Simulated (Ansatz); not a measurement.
Cost and result for the atomization energy of CH₅AlGeO (`[CH2]1[O][AlH][GeH2]1`) (9 atoms, 9 bonds).

```xyz
9

C     0.3768    0.9378   -0.4619
O    -0.5620    1.3013    0.5545
Al   -1.1352   -0.1615    1.2590
Ge    0.4053   -1.0828   -0.3926
H     1.3571    1.3696   -0.2417
H     0.0428    1.3101   -1.4344
H    -2.1954   -0.2337    2.4307
H     1.7766   -1.6788   -0.0208
H    -0.0660   -1.7620   -1.6928
```

The species carries charge 0 and has multiplicity 1. Correlated methods include outer-core shells of Ge, which these sets cover unevenly. Scalar relativity is left out up to krypton. The structure was optimised at the PBE0-D4/def2-TZVP level. Program: Ansatz. All runs use 4 threads of an Arm Neoverse V1 on a shared host. Times are those of one run each, without the atoms' runs, and a repeat can differ threefold. Electronic energies, without spin–orbit coupling; frozen cores. CCSD(T)/CBS adds CCSD(T) − MP2 in def2-TZVPP to the MP2 limit, and its time is that of the two runs behind it. T1 = 0.014. With those shells the extrapolation isn't a true limit. B3LYP takes the VWN-RPA correlation (the form of Gaussian; ORCA's B3LYP/G).

CCSD(T)/CBS is a level of theory with its own doubt, some kJ/mol a heavy atom from the limit and from the frozen cores, so smaller differences don't rank the functionals.

```tsv
level	functions	wall time	atomization (kcal/mol)	difference from CCSD(T)/CBS	per bond
PBE-D4/def2-TZVPP (with forces)	222	2.3 s	702.2	4.6	0.5
PBE0-D4/def2-TZVPP	222	2.8 s	689.9	-7.7	-0.9
B3LYP-D4/def2-TZVPP (with forces)	222	4.1 s	689.6	-8.0	-0.9
r2SCAN-D4/def2-TZVPP (with forces)	222	4.4 s	698.5	0.9	0.1
B2PLYP/def2-TZVPP	222	4.7 s	684.4	-13.2	-1.5
ωB97X-V/def2-TZVPP	222	7.5 s	698.6	1.0	0.1
ωB97M-V/def2-TZVPP (with forces)	222	11 s	693.3	-4.3	-0.5
MP2/def2-QZVPP	423	18 s	698.8	1.2	0.1
CCSD(T)/def2-TZVPP	222	90 s	680.2	-17.4	-1.9
CCSD(T)/CBS(def2)	–	110 s	697.6	0.0	0.0
```

In def2-TZVPP, CCSD(T) changes the Hartree–Fock value by +189.3 kcal/mol (the triples alone add +11.6 kcal/mol) and MP2 by +197.7 kcal/mol; breaking electron pairs costs correlation energy, which Hartree–Fock lacks. The D4 term adds +7.1 kcal/mol with B3LYP and +3.7 kcal/mol with PBE0; it sums over pairs of atoms, weighted by their polarisabilities, and B3LYP, whose exchange is more repulsive, gets the larger term. From PBE to PBE0 (25 % exact exchange), in def2-TZVPP and without D4, the atomization energy moves by −11.5 kcal/mol: exact exchange takes away binding that semilocal exchange gives to molecules.
